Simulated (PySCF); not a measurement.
Computed shifts of a molecule CH5ClFNSi, HF/pcSseg-1 (PySCF), GIAO, gas phase, atoms alike by connectivity averaged where their shifts nearly agree, in ppm (number of nuclei): ¹⁵N: 5.4 (1). ¹³C: 30.7 (1). ²⁹Si: 2.6 (1). ¹⁹F: -142.4 (1). ¹H: 4.97 (1), 2.69 (1), 2.30 (1), 0.79 (1), 0.41 (1). References: ¹⁵N against NH3 (σ = 267.3 ppm); ¹³C against TMS (σ = 192.6 ppm); ²⁹Si against TMS (σ = 393.8 ppm); ¹⁹F against CFCl3 (σ = 238.5 ppm); ³⁵Cl against HCl (σ = 958.2 ppm); ¹H against TMS (σ = 31.99 ppm), references at their B3LYP-D3(BJ)/def2-TZVP geometries, non-relativistic (without spin–orbit terms, shifts of atoms bonded to Cl or Br come out too high). Geometry: B3LYP-D3(BJ)/def2-SVP. The values are those of a single conformer.

Which molecule gave these data?
A. CN[Si@H](F)Cl
B. N[Si@@H](Cl)CF
C. C[Si@@](N)(F)Cl
D. NC[Si@H](F)Cl

D, NC[Si@H](F)Cl
